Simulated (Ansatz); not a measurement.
Reaction: CH4FSi (SMILES [CH2][SiH2]F, doublet) → CH4FSi (SMILES C[SiH]F, doublet)
Each species at its own B3LYP-D3(BJ)/def2-TZVP minimum (Ansatz, a quantum-chemistry and plane-wave program).

Property: isomerisation energy (electronic), in kcal/mol. UHF or UKS for unpaired electrons; spin-orbit terms are left out. CBS(X,Y): correlation extrapolated as X^-3, Hartree-Fock from the larger set. A bracket is a step between two methods taken in the basis named. The functionals are non-relativistic, so their misses hold any scalar relativity. Double hybrids freeze cores in their MP2 part. 'core' is core correlation in cc-pwCVTZ (1s frozen past Ne), 'X2C' scalar relativity in cc-pVTZ-DK, both at CCSD(T).

CCSD(T)/CBS(cc-pV(T+d)Z,cc-pV(Q+d)Z) + [CCSDT(Q) - CCSD(T)]/cc-pV(D+d)Z + core + X2C (Ansatz) gives -9.0 kcal/mol.

### Question
How far off this value is PBE/def2-TZVPD (Ansatz), in which direction, and which of these levels come nearer: B3LYP/def2-TZVPD, PBE0/def2-TZVPD, wB97M-V/def2-TZVPD, B2PLYP/def2-TZVPD, CCSD(T)/CBS(cc-pV(T+d)Z,cc-pV(Q+d)Z) + core + X2C?

### Answer
PBE gives -13.4 kcal/mol, 4.4 kcal/mol below it. Differences of the others: B3LYP/def2-TZVPD (Ansatz) -0.4; PBE0/def2-TZVPD (Ansatz) -2.4; wB97M-V/def2-TZVPD (Ansatz) 0.1; B2PLYP/def2-TZVPD (Ansatz) -0.4; CCSD(T)/CBS(cc-pV(T+d)Z,cc-pV(Q+d)Z) + core + X2C (Ansatz) 0.0 kcal/mol. Nearer than PBE: B3LYP/def2-TZVPD, PBE0/def2-TZVPD, wB97M-V/def2-TZVPD, B2PLYP/def2-TZVPD, CCSD(T)/CBS(cc-pV(T+d)Z,cc-pV(Q+d)Z) + core + X2C.
